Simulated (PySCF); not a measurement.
C7H11FSi.
SMILES with atom numbers: `[CH:1]#[C:2][CH2:3][C@@H:4]([CH3:5])[Si@@H:6]1[CH2:7][C@@H:8]1[F:9]` (hydrogens: H10 on C1; H11, H12 on C3; H13 on C4; H14, H15, H16 on C5; H17 on Si6; H18, H19 on C7; H20 on C8)

The same species was optimised twice, with GFN2-xTB and with PBE0-D3(BJ)/def2-SVP (PySCF), and the same property calculations (PySCF, gas phase) were run on both structures.

| coordinate | GFN2-xTB | PBE0-D3(BJ)/def2-SVP | change |
| --- | --- | --- | --- |
| Si6–C8 (Å) | 1.898 | 1.871 | -0.027 |
| Si6–C7 (Å) | 1.890 | 1.871 | -0.019 |
| C1≡C2 (Å) | 1.197 | 1.212 | +0.015 |
| C2–C3 (Å) | 1.447 | 1.458 | +0.011 |
| C4–Si6 (Å) | 1.900 | 1.890 | -0.010 |
| C7–C8 (Å) | 1.532 | 1.527 | -0.005 |
| C8–F9 (Å) | 1.378 | 1.375 | -0.003 |
| C3–C4 (Å) | 1.539 | 1.541 | +0.002 |
| C4–C5 (Å) | 1.527 | 1.526 | -0.001 |
| C3–C4–C5 (°) | 110.2 | 112.7 | +2.5 |
| C4–Si6–C8 (°) | 116.2 | 114.1 | -2.1 |
| Si6–C8–F9 (°) | 120.0 | 118.2 | -1.8 |
| C2–C3–C4 (°) | 111.6 | 113.1 | +1.5 |
| C5–C4–Si6 (°) | 111.6 | 113.1 | +1.5 |
| C4–Si6–C7 (°) | 117.0 | 115.6 | -1.4 |
| Si6–C7–C8 (°) | 66.4 | 65.9 | -0.5 |
| C7–Si6–C8 (°) | 47.7 | 48.1 | +0.4 |
| C2–C3–C4–C5 (°) | -66 | -67 | -1 |
| C3–C4–Si6–C7 (°) | 126 | 121 | -5 |

Rotational constants: A = 2034, B = 877.2, C = 783.5 MHz (GFN2-xTB) against A = 1968, B = 912.1, C = 797.9 MHz (PBE0-D3(BJ)/def2-SVP). Point groups within 0.08 Å: C1 and C1.

On the GFN2-xTB structure: HOMO (eV) -6.73 [PBE0/pcSseg-1]; LUMO (eV) 0.47 [PBE0/pcSseg-1]; dipole (D) 1.74 [PBE0/pcSseg-1]; GIAO shielding of C1 (ppm) 108.3 [PBE0/pcSseg-1]; GIAO shielding of C2 (ppm) 98.4 [PBE0/pcSseg-1]; GIAO shielding of C3 (ppm) 159.8 [PBE0/pcSseg-1]; GIAO shielding of C4 (ppm) 165.3 [PBE0/pcSseg-1]; GIAO shielding of C5 (ppm) 168.0 [PBE0/pcSseg-1]; GIAO shielding of Si6 (ppm) 461.7 [PBE0/pcSseg-1]; GIAO shielding of C7 (ppm) 179.1 [PBE0/pcSseg-1]; GIAO shielding of C8 (ppm) 107.8 [PBE0/pcSseg-1].

Problem. What do these properties become on the PBE0-D3(BJ)/def2-SVP structure?

Solution. 
```tsv
property	level	on GFN2-xTB	on PBE0-D3(BJ)/def2-SVP	change
HOMO (eV)	PBE0/pcSseg-1	-6.73	-6.78	-0.05
LUMO (eV)	PBE0/pcSseg-1	0.47	0.52	+0.05
dipole (D)	PBE0/pcSseg-1	1.74	1.59	-0.15
energy, GFN2-xTB geometry as zero (kcal/mol)	PBE0/pcSseg-1	0.0	-1.6	-1.6
GIAO shielding of C1 (ppm)	PBE0/pcSseg-1	108.3	107.2	-1.1
GIAO shielding of C2 (ppm)	PBE0/pcSseg-1	98.4	97.8	-0.6
GIAO shielding of C3 (ppm)	PBE0/pcSseg-1	159.8	158.5	-1.3
GIAO shielding of C4 (ppm)	PBE0/pcSseg-1	165.3	164.7	-0.6
GIAO shielding of C5 (ppm)	PBE0/pcSseg-1	168.0	166.9	-1.1
GIAO shielding of Si6 (ppm)	PBE0/pcSseg-1	461.7	455.6	-6.1
GIAO shielding of C7 (ppm)	PBE0/pcSseg-1	179.1	177.8	-1.3
GIAO shielding of C8 (ppm)	PBE0/pcSseg-1	107.8	109.8	+2.0
```

The heavy atoms differ by 0.083 Å rms after alignment. Among bonds between heavy atoms Si6–C8 changes most (-0.027 Å). Changes are differences of the printed values. Neither structure is proved a minimum here.

Shape of the structure used: `[CH:1]#[C:2][CH2:3][C@@H:4]([CH3:5])[Si@@H:6]1[CH2:7][C@@H:8]1[F:9]`: C2–C3–C4–C5 -67°, C3–C4–Si6–C7 121°.
